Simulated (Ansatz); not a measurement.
# One molecule, several partners

HF beside different partners, each pair relaxed from a docking trial to one local arrangement, named by its closest contact against the van der Waals radii; a more strongly bound one may exist. Pairs that react, share a proton or have a doubtful reference are left out. Counterpoise interaction energies from the frozen fragments; negative means bound. Gas-phase electronic energies, without zero-point energy, by CCSD(T) at an estimated basis limit (MP2 extrapolated from triple and quadruple zeta, plus CCSD(T) − MP2 in triple zeta); Ansatz 0.2.0, def2-TZVPPD and QZVPPD, frozen cores, core potentials past krypton, on PBE0-D4/def2-TZVP structures. Extrapolation: Hartree–Fock as exp(−7.88 √X), correlation as X^−2.97.

| partner | closest contact, atom of HF first (Å) | Hartree–Fock limit (kcal/mol) | interaction energy (kcal/mol) |
| --- | --- | --- | --- |
| H₂S | H···S 2.22 | -3.00 | ? |
| SO₂ | H···O 1.84 | -3.62 | -4.34 |
| CH₃Cl (SMILES CCl) | H···Cl 2.17 | -2.51 | -4.72 |
| CH₃F (SMILES CF) | H···F 1.74 | -4.63 | -5.89 |
| NH₃ | H···N 1.65 | -11.41 | -13.42 |
| SbH₃ | H···H 1.88 | -0.10 | -1.98 |

What is the interaction energy with H₂S? (Judge from chemistry; the value comes from the calculation.)

Computed: -5.10 kcal/mol. It counts from the two fragments frozen as in the pair.

No T1 diagnostic of these runs exceeds 0.022. The filled d shells of Sb are correlated in sets not built for that, so values that involve them are less sure.

For scale, one of the runs: CCSD(T)/def2-TZVPPD, 196 basis functions (an equivalent command: `ansatz run in.yaml --threads 2`). Time: 59 s of wall clock on 2 CPU threads; the host was shared. Peak host memory: 2.3 GiB.
